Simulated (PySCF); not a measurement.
KIn: frontier orbitals

PW91 at R = 3.761 Å; basis K x2c-SVPall, In x2c-SVPall; spin-free X2C with a Gaussian nucleus; PySCF 2.14. State: ¹Σ⁺ (singlet), closed shell. Only the outer orbitals are listed, counted within each symmetry.

| orbital | occ. | ε (eV) | on K (%) | main shells (%) |
| --- | --- | --- | --- | --- |
| 15σ | 2 | -7.82 | 4 | 96 In s |
| 16σ | 2 | -2.58 | 45 | 54 In p, 44 K s |
| 8π | 0 | -2.26 | 6 | 94 In p |
| 8π | 0 | -2.26 | 6 | 94 In p |
| 17σ | 0 | -1.52 | 70 | 52 K s, 30 In p, 17 K p |

Task: Which are the highest filled and the lowest empty level, where do they sit, and how wide is the gap?

Result: Highest filled 16σ at -2.58 eV (in %: 54 In p, 44 K s); lowest empty 8π at -2.26 eV (in %: 94 In p); the gap at PW91 is 0.32 eV.

| Quantity | Value |
| --- | --- |
| bond order (Mayer) | 1.07 |
| ⟨S²⟩ | 0.000 |
| charge on K (Mulliken, basis-dependent) | 0.02 |
| charge on K (Löwdin, basis-dependent) | 0.00 |
| dipole moment (positive dipole means K(−)In(+)) | -2.56 D |

Closed-shell solutions of metal pairs were not tested for spin polarisation, which can lower them a little. Spin–orbit coupling is left out.
